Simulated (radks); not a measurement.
Q: Neutral hydrogen, 1s1. All-electron calculation, non-relativistic Kohn-Sham, LDA (Slater exchange, Perdew-Wang correlation), spin-polarised, spherical densities, point nucleus. Program: a radial shooting solver on a logarithmic mesh with Libxc functionals. Every spin shell is full or empty, so the densities are truly spherical. Functionals are evaluated on that one density, not self-consistently. Rank these exchange functionals by their error against the exact value of the orbitals, and give that value: LDA, B88, RPBE, PW86, WC, AM05, SOGGA, G96, EV93, revTPSS, SCAN, MS2, TASK, MVS.

A: Exact: -0.298390 hartree. From best to worst, with 100 (|E| - |E exact|)/|E exact| (equal figures are ties): RPBE -0.03, PW86 +0.07, G96 -0.13, revTPSS +0.15, TASK +0.19, SCAN +0.19, MVS +0.21, MS2 +0.25, B88 -0.54, WC -3.73, EV93 +4.17, SOGGA -6.28, AM05 -10.84, LDA -14.06.
